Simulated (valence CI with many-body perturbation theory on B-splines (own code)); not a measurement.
## Valence orbitals of Ga26+

Level of theory: valence CI with perturbative core correlation (CI+MBPT): three valence electrons over a frozen Dirac-Fock core [He], a basis of 11 s, 11 p, 10 d, 8 f, 5 g, 2 h functions for each j, with the one-electron correlation potential Σ1 (screened to all orders), the two-electron term Σ2, the three-electron term Σ3, Breit, model QED; selected single and double excitations, second order for the rest, scaled by the run's own slope (own B-spline code, finite nucleus).

The last digits are not significant, and no measured levels were compared; by estimate large intervals hold to a few tenths of a per cent, small ones and those within an open d or f shell to about a per cent.

These are the spectroscopic orbitals of the CI (the correlating ones are not listed), shaped by the core and the other valence electrons. h is the expectation value of the core's Dirac-Fock operator, without the valence repulsion; Σ1 is computed up to l = 3 at one energy for each symmetry, that of its lowest orbital but kept below the first core excitation, so for empty shells it is not the orbital's own correlation shift; Breit and QED include the response of the core.

```csv
Orbital,h (hartree),Σ1 (cm⁻¹),Breit (cm⁻¹),QED (cm⁻¹),⟨r⟩ (bohr)
2s1/2,-109.69,-1216,7401,6681,0.2021
3s1/2,-48.081,-290,2072,1929,0.4666
4s1/2,-26.831,-111,829,783,0.8453
5s1/2,-17.089,-54.7,415,394,1.334
6s1/2,-11.828,-30.9,237,225,1.934
7s1/2,-8.6698,-19.2,148,141,2.643
2p1/2,-107.48,-2793,14459,-348,0.1717
3p1/2,-47.445,-607,3949,-104,0.4409
4p1/2,-26.568,-231,1596,-42.8,0.8230
5p1/2,-16.956,-113,801,-21.7,1.316
6p1/2,-11.752,-63.6,458,-12.5,1.919
7p1/2,-8.6217,-39.5,287,-7.8,2.632
2p3/2,-106.19,-2573,6222,246,0.1745
3p3/2,-47.064,-559,1660,64.1,0.4450
4p3/2,-26.408,-212,691,25.8,0.8284
5p3/2,-16.874,-104,346,12.9,1.322
6p3/2,-11.704,-58.7,198,7.4,1.927
7p3/2,-8.592,-36.4,124,4.6,2.642
3d3/2,-46.79,-251,131,-23.8,0.3796
4d3/2,-26.292,-106,71.0,-9.2,0.7661
5d3/2,-16.815,-54.0,38.6,-4.6,1.263
6d3/2,-11.67,-31.3,23.4,-2.6,1.871
7d3/2,-8.5705,-19.7,15.1,-1.6,2.588
3d5/2,-46.673,-243,41.0,31.7,0.3810
4d5/2,-26.243,-102,22.1,14.0,0.7677
5d5/2,-16.789,-52.4,11.7,7.3,1.265
6d5/2,-11.656,-30.3,7.0,4.2,1.873
7d5/2,-8.5613,-19.1,4.5,2.7,2.591
4f5/2,-26.208,-21.1,0.7,-6.0,0.6635
5f5/2,-16.773,-11.9,0.6,-3.0,1.162
6f5/2,-11.647,-7.2,0.4,-1.7,1.772
7f5/2,-8.5557,-4.6,0.3,-1.1,2.492
4f7/2,-26.184,-20.8,0.2,4.9,0.6644
5f7/2,-16.761,-11.7,0.2,2.6,1.163
6f7/2,-11.639,-7.1,0.1,1.5,1.773
7f7/2,-8.5512,-4.6,0.1,1.0,2.493
5g7/2,-16.755,,0.0,-1.8,1.017
6g7/2,-11.636,,0.0,-1.1,1.627
7g7/2,-8.5488,,0.0,-0.7,2.349
5g9/2,-16.748,,0.0,1.5,1.018
6g9/2,-11.632,,0.0,0.9,1.628
7g9/2,-8.5462,,0.0,0.5,2.349
6h9/2,-11.631,,,,1.443
6h11/2,-11.629,,,,1.444
```

Among the shells of the start configuration 2s2 2p1, Σ1 is largest in size for 2p1/2, where it is 0.012 % of h.

Lowest root of each symmetry, sizes in configuration state functions:

| J | Parity | Roots | Reference | Variational | Second order | Change by selected CI (cm⁻¹) | Change by second order (cm⁻¹) |
| --- | --- | --- | --- | --- | --- | --- | --- |
| 1/2 | even | 29 | 82 | 15843 | 14423 | -5255 | 0 |
| 3/2 | even | 36 | 120 | 25635 | 30802 | -4358 | -1 |
| 5/2 | even | 32 | 121 | 29113 | 44616 | -5231 | -1 |
| 7/2 | even | 15 | 89 | 22888 | 50595 | -6735 | -6 |
| 9/2 | even | 7 | 60 | 17848 | 39215 | -9962 | -2 |
| 11/2 | even | 2 | 26 | 8889 | 16048 | -9090 | -3 |
| 1/2 | odd | 28 | 80 | 15507 | 20052 | -7760 | -1 |
| 3/2 | odd | 36 | 122 | 23160 | 35572 | -7650 | -1 |
| 5/2 | odd | 27 | 116 | 27425 | 49928 | -13280 | -1 |
| 7/2 | odd | 13 | 92 | 23521 | 49832 | -8105 | -2 |
| 9/2 | odd | 3 | 55 | 12421 | 33946 | -6821 | -4 |
| 11/2 | odd | 1 | 29 | 7638 | 17929 | -11599 | -4 |
